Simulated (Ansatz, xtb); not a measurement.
C2H7NOSn: which of two conformers lies lower

We compare I, `CC[NH][Sn][OH]`, a singlet, with II, `CC[NH][Sn][OH]`, a singlet. Both are isolated molecules in the gas phase, relaxed with PBE0-D4/def2-SVP.

I (Å):

```xyz
12

C     0.3391    0.1355   -0.5801
C     0.8417    1.2904    0.2777
N     0.9329    0.9846    1.6837
O    -1.7599    2.2842    2.0181
Sn   -0.3971    1.3950    3.1879
H     0.9957   -0.7433   -0.4790
H     0.3026    0.4103   -1.6466
H    -0.6721   -0.1673   -0.2657
H     1.8215    1.6322   -0.1073
H     0.1708    2.1590    0.1463
H     1.7432    0.4137    1.9111
H    -1.5868    2.2581    1.0699
```

II (Å):

```xyz
12

C    -0.8942    1.9041   -1.9451
C    -0.6095    0.8991   -0.8460
N    -1.1311    1.3135    0.4328
O    -2.3304    2.4704    2.8973
Sn   -2.1667    3.0031    0.9701
H    -0.4861    1.5618   -2.9073
H    -1.9787    2.0559   -2.0763
H    -0.4406    2.8834   -1.7182
H    -1.0345   -0.0802   -1.1475
H     0.4869    0.7391   -0.7923
H    -0.9363    0.6346    1.1656
H    -1.9351    1.6271    3.1468
```

Q: Estimate which is lower in electronic energy at CCSD(T)/def2-SVP + ΔMP2/def2-TZVPP, and by roughly how much.

A: Too close to call at this level: CCSD(T)/def2-SVP + ΔMP2/def2-TZVPP gives E(II) − E(I) = +0.040 eV.

How the difference moves with the method:

```
                             level          geometry  E(II) − E(I) (eV)  departure from the last row (eV)  job, with rough time for the two
                  PBE0-D4/def2-SVP  PBE0-D4/def2-SVP              +0.073                            +0.033                optimisation, 66 s
                       HF/def2-SVP  PBE0-D4/def2-SVP              +0.066                            +0.026           part of the CCSD(T) run
                      MP2/def2-SVP  PBE0-D4/def2-SVP              +0.086                            +0.046           part of the CCSD(T) run
                  CCSD(T)/def2-SVP  PBE0-D4/def2-SVP              +0.085                            +0.045                      single point
CCSD(T)/def2-SVP + ΔMP2/def2-TZVPP  PBE0-D4/def2-SVP              +0.040                                                  single point, 46 s
```

The largest departure from CCSD(T)/def2-SVP + ΔMP2/def2-TZVPP is that of MP2/def2-SVP, 0.046 eV. Levels run at GFN2-xTB geometries aren't shown. The last row adds to CCSD(T) the change of the MP2 difference between the two basis sets, here −0.045 eV.

With thermal terms from frequencies at re-optimised GFN2-xTB minima (ideal gas, soft modes damped towards free rotors, one conformer each, 298.15 K, 1 atm): the zero-point term adds −0.008 eV; ΔH is +0.032 and ΔG +0.037 eV.

The correlated steps freeze 8 core orbitals; the filled d shell of Sn is correlated, in a basis made for valence electrons. Atoms past krypton carry core potentials in the def2 sets and no spin–orbit term is included. Codes used: Ansatz 0.2.0, xtb 6.7.1; the last row on 2 threads of Intel(R) Xeon(R) Platinum 8375C CPU @ 2.90GHz (Ice Lake) on a shared host.
